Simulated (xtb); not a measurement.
C₂H₃BF₂O₂, SMILES CC(=O)OB(F)F. All values are semi-empirical tight-binding results from xtb (GFN2-xTB unless named), good for trends rather than for accurate numbers. The structure is a stationary point at GFN2-xTB. Other conformers were not sampled.

```yaml
orbital_gap: 4.75 eV
dipole_moment: 3.81 D
zero_point_energy: 37.1 kcal/mol
G − E(el) at 298.15 K (modified RRHO): 16.5 kcal/mol
static polarisability (D4 model): 50.4 bohr³
solvation energy, GFN2-xTB/ALPB(water): -3.8 kcal/mol
solvation energy, GFN2-xTB/ALPB(toluene): -5.5 kcal/mol
```

Computed IR lines (harmonic; lines under 4 % of the strongest left out, lines within 3 cm⁻¹ merged):
ν (cm⁻¹): 450 (w), 531 (w), 576 (w), 772 (w), 1002 (w), 1141 (s), 1323 (s), 1338 (vs), 1831 (s) (against the strongest line: vs over 80 %, s over 45 %, m over 15 %, w over 4 %, vw less)
